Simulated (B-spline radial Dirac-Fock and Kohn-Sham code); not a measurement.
**K-shell conversion coefficients of Gd against transition energy**

Method: a Dirac-Hartree-Slater potential of the neutral atom with a Latter tail (no hole, which puts coefficients of high multipoles low close above an edge), finite nucleus with surface currents. Computed with an atomic code on a B-spline grid. Subshells within 1 keV of threshold and pair formation are left out.

| energy (keV) | E2 | E4 | E5 | M2 | M4 | M5 |
| --- | --- | --- | --- | --- | --- | --- |
| 53.5 | 2.98 | 1.28 | 0.645 | 145 | 481 | 359 |
| 55.2 | 3.07 | 2.84 | 2.31 | 129 | 650 | 757 |
| 68.7 | 2.63 | 17.5 | 44.3 | 57.7 | 993 | 3370 |
| 100 | 1.15 | 15.8 | 59.4 | 14.6 | 377 | 1800 |
| 101 | 1.12 | 15.5 | 58.4 | 14.1 | 364 | 1740 |
| 104 | 1.04 | 14.6 | 55.4 | 12.7 | 327 | 1580 |
| 128 | 0.584 | 8.46 | 32.8 | 6.01 | 146 | 698 |
| 159 | 0.308 | 4.23 | 16.0 | 2.79 | 58.9 | 266 |
| 200 | 0.155 | 1.89 | 6.73 | 1.26 | 21.8 | 89.9 |
| 214 | 0.126 | 1.48 | 5.16 | 1.01 | 16.3 | 64.9 |
| 305 | 0.0440 | 0.407 | 1.25 | 0.312 | 3.52 | 11.7 |
| 381 | 0.0234 | 0.185 | 0.518 | 0.154 | 1.38 | 4.09 |
| 430 | 0.0169 | 0.122 | 0.326 | 0.106 | 0.841 | 2.34 |
| 500 | 0.0114 | 0.0738 | 0.185 | 0.0674 | 0.460 | 1.18 |
| 722 | 0.00471 | 0.0237 | 0.0514 | 0.0234 | 0.115 | 0.247 |
| 772 | 0.00405 | 0.0195 | 0.0412 | 0.0194 | 0.0904 | 0.189 |
| 1000 | 0.00233 | 0.00960 | 0.0184 | 0.00967 | 0.0372 | 0.0697 |
| 1050 | 0.00211 | 0.00845 | 0.0159 | 0.00851 | 0.0316 | 0.0583 |
| 1780 | 0.000761 | 0.00235 | 0.00380 | 0.00226 | 0.00634 | 0.00989 |
| 1930 | 0.000656 | 0.00196 | 0.00310 | 0.00187 | 0.00505 | 0.00773 |
| 2000 | 0.000614 | 0.00181 | 0.00284 | 0.00171 | 0.00457 | 0.00694 |

Q: How fast do they fall between 1780 and 2000 keV?

A: As powers of the energy: E2 E^-1.83, E4 E^-2.25, E5 E^-2.48, M2 E^-2.39, M4 E^-2.80, M5 E^-3.04. Within one type (E or M) the higher multipoles fall faster.
